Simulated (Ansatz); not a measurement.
HCl3HfO, charge +1, doublet, at the geometry of the source list (the multiplicity is a formal guess) (core potentials on Hf); Ansatz (a quantum-chemistry and plane-wave program) with PBE/def2-SV(P).

Input for Ansatz:
Ansatz 0.2 input:
```yaml
crystal:
  periodic: [false, false, false]
  atoms:
    - {symbol: Hf, position_ang: [0.35460000, 0.04230000, -0.04600000]}
    - {symbol: Cl, position_ang: [2.29780000, 0.91150000, -0.76000000]}
    - {symbol: Cl, position_ang: [0.77600000, -0.74290000, 2.01020000]}
    - {symbol: Cl, position_ang: [-0.06440000, -1.78010000, -1.28790000]}
    - {symbol: O, position_ang: [-1.23380000, 0.95330000, -0.00490000]}
    - {symbol: H, position_ang: [-2.13020000, 0.61580000, 0.08860000]}
basis:
  gaussian:
    orbitals: def2-SV_P_.json
hamiltonian:
  xc: pbe
total_charge: 1
magnetization: {spin_polarized: true, initial_magnetization: 1}
scf: {lower_state_search: light}
```
The basis file holds def2-SV(P) in the JSON format of the Basis Set Exchange.

**Question.** What does Ansatz print? Leave out banner, timings and long lists.

**Answer.** 
```
Functional definition: PBE
1068 factors; their error is unknown
mean field evaluation 1: about -40891.5126 eV, gradient 5.8e1 eV
mean field evaluation 2: about -40749.2615 eV, gradient 1.5e2 eV
mean field evaluation 4: about -40900.2760 eV, gradient 2.2e1 eV
mean field evaluation 8: about -40903.2706 eV, gradient 8.9e0 eV
mean field evaluation 16: about -40903.9943 eV, gradient 2.1e0 eV
mean field evaluation 32: about -40903.9359 eV, gradient 1.4e-6 eV
mean field evaluation 64: about -40903.9460 eV, gradient 1.3e-1 eV
mean field evaluation 96: about -40903.7207 eV, gradient 4.5e0 eV
mean field evaluation 128: about -40903.9335 eV, gradient 1.2e0 eV
mean field -40903.94894373 eV, -1503.1923979898 hartree, gradient 1.1e-6 eV, S^2 0.752335; 20 other end points of the search recorded, 0 dependent functions left out
reference -40903.94902106 eV, -1503.1924008313 hartree; 36, 35 occupied and 59, 60 virtual orbitals, 1068 factors
Total energy: -40903.94902106 eV, -1503.1924008313 hartree
```
